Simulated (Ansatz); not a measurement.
`C[N](C)[GeH]` and `CN(C)[Si]Cl` differ in one atom or group.

Ansatz, PBE0-D4/def2-TZVP geometries, multiplicity 1. Each molecule was computed in one conformer, which needn't be the lowest.

Scalar relativity is left out up to krypton.

```tsv
property	`C[N](C)[GeH]`
HOMO energy (PBE0/def2-TZVPP) / eV	-6.42
HOMO energy (ωB97M-V/def2-TZVPP) / eV	-8.60
HOMO–LUMO gap (ωB97M-V/def2-TZVPP) / eV	8.93
size of the dipole moment (B3LYP/def2-TZVPP) / D	1.65
LUMO energy (ωB97M-V/def2-TZVPP) / eV	0.33
size of the dipole moment (PBE/def2-TZVPP) / D	1.86
```

Task: What does the change do to each property? (Best estimate.)

Result: The calculation gave: 
| property | `CN(C)[Si]Cl` | shift |
| --- | --- | --- |
| HOMO energy (PBE0/def2-TZVPP) / eV | -6.95 | -0.53 |
| HOMO energy (ωB97M-V/def2-TZVPP) / eV | -9.06 | -0.46 |
| HOMO–LUMO gap (ωB97M-V/def2-TZVPP) / eV | 9.55 | 0.62 |
| size of the dipole moment (B3LYP/def2-TZVPP) / D | 2.98 | 1.33 |
| LUMO energy (ωB97M-V/def2-TZVPP) / eV | 0.48 | 0.15 |
| size of the dipole moment (PBE/def2-TZVPP) / D | 3.03 | 1.17 |

With PBE0 the HOMO falls by 0.53 eV and the LUMO rises by 0.13 eV, so the gap widens by about 0.66 eV. PBE moves the HOMO by -0.51 eV and ωB97M-V by -0.46 eV. Dipoles are sizes alone; their direction can turn.

B3LYP here is the variant with VWN-RPA as its local correlation; programs differ in this.
